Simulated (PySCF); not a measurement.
**EPR parameters of C6H5O**

Compound: C6H5O (doublet state).
Atom-mapped SMILES: `[CH2:1]=[C:2][c:3]1[cH:4][cH:5][cH:6][o:7]1` (hydrogens: H8, H9 on C1; H10 on C4; H11 on C5; H12 on C6)

Computed with UKS B3LYP, pcH-1 on C H O, non-relativistic, mean-field spin-orbit, GIAO in PySCF. Isolated species at its GFN2-xTB geometry, gas phase. A GFN2-xTB geometry isn't a minimum of the functional, and hyperfine couplings can be far from their values at a DFT geometry. The SCF solution wasn't tested for stability. ⟨S²⟩ is 0.778 where a pure state has 0.75.

- g1, g2, g3: 2.00214, 2.00236, 2.00333
- g_iso: 2.00261
- Form of g: rhombic: the two nearest values differ by 18 % of g3 − g1
- ⟨S²⟩: 0.7778 (exact 0.7500)
- α and β electrons: 25, 24
- HOMO–LUMO gap, α and β orbitals: 4.27, 5.10 eV

Hyperfine couplings atom by atom, in MHz; T1 to T3 are the principal values of the dipolar part; ρ(0) is the spin density at the nucleus:

```json
{"atom": "C1", "isotope": "13C", "a_iso": "-41.1", "T1": "-9.6", "T2": "2.3", "T3": "7.3", "Mulliken spin population": "-0.11", "ρ(0) (bohr⁻³)": "-0.0366"}
{"atom": "C2", "isotope": "13C", "a_iso": "49.9", "T1": "-52.9", "T2": "-39.8", "T3": "92.7", "Mulliken spin population": "0.58", "ρ(0) (bohr⁻³)": "0.0444"}
{"atom": "C3", "isotope": "13C", "a_iso": "-46.3", "T1": "-24.4", "T2": "10.0", "T3": "14.4", "Mulliken spin population": "-0.19", "ρ(0) (bohr⁻³)": "-0.0412"}
{"atom": "C4", "isotope": "13C", "a_iso": "38.1", "T1": "-32.2", "T2": "-31.9", "T3": "64.1", "Mulliken spin population": "0.40", "ρ(0) (bohr⁻³)": "0.0339"}
{"atom": "C5", "isotope": "13C", "a_iso": "-27.0", "T1": "-16.1", "T2": "7.5", "T3": "8.5", "Mulliken spin population": "-0.14", "ρ(0) (bohr⁻³)": "-0.0240"}
{"atom": "C6", "isotope": "13C", "a_iso": "30.6", "T1": "-30.4", "T2": "-28.9", "T3": "59.4", "Mulliken spin population": "0.34", "ρ(0) (bohr⁻³)": "0.0272"}
{"atom": "O7", "isotope": "17O", "a_iso": "-7.6", "T1": "-19.9", "T2": "8.6", "T3": "11.4", "Mulliken spin population": "0.04", "ρ(0) (bohr⁻³)": "0.0126"}
{"atom": "H8", "isotope": "1H", "a_iso": "110.2", "T1": "-2.9", "T2": "-2.3", "T3": "5.2", "Mulliken spin population": "0.05", "ρ(0) (bohr⁻³)": "0.0247"}
{"atom": "H9", "isotope": "1H", "a_iso": "110.0", "T1": "-2.9", "T2": "-2.3", "T3": "5.2", "Mulliken spin population": "0.05", "ρ(0) (bohr⁻³)": "0.0246"}
{"atom": "H10", "isotope": "1H", "a_iso": "-27.2", "T1": "-14.4", "T2": "-1.2", "T3": "15.6", "Mulliken spin population": "-0.02", "ρ(0) (bohr⁻³)": "-0.0061"}
{"atom": "H11", "isotope": "1H", "a_iso": "6.2", "T1": "-3.0", "T2": "0.1", "T3": "2.8", "Mulliken spin population": "0.00", "ρ(0) (bohr⁻³)": "0.0014"}
{"atom": "H12", "isotope": "1H", "a_iso": "-25.7", "T1": "-14.7", "T2": "-0.5", "T3": "15.2", "Mulliken spin population": "-0.02", "ρ(0) (bohr⁻³)": "-0.0058"}
```

The largest Mulliken spin populations are on C2 (+0.58), C4 (+0.40), C6 (+0.34) and C3 (-0.19). Three atoms exceed +0.15. The positive populations add up to 1.48 and the negative ones to -0.48, together 2S = 1.

The SMILES `C=[C]c1ccco1` draws the unpaired electron on C2, whose computed spin population is only +0.58.

Axes: g2 points within 7° of the C2–C3 bond and g3 points within 9° of the C4–H10 bond.

Under fast tumbling the dipolar parts average out, and these isotropic splittings remain: 2 × 1H (H8/H9, I = 1/2, 3 lines) with 3.93 mT, 1 × 1H (H10, I = 1/2, 2 lines) with 0.97 mT, 1 × 1H (H12, I = 1/2, 2 lines) with 0.92 mT and 1 × 1H (H11, I = 1/2, 2 lines) with 0.22 mT.

Class means assume fast exchange of nuclei equivalent by connectivity; if that motion is slow, each nucleus keeps its own coupling.

The 17O coupling of O7 (-7.6 MHz) shows only in satellite lines or after enrichment, since that isotope makes up about 0.038 % of natural oxygen.

The 13C coupling of C2 (49.9 MHz) shows only in satellite lines or after enrichment, since that isotope makes up about 1.07 % of natural carbon.
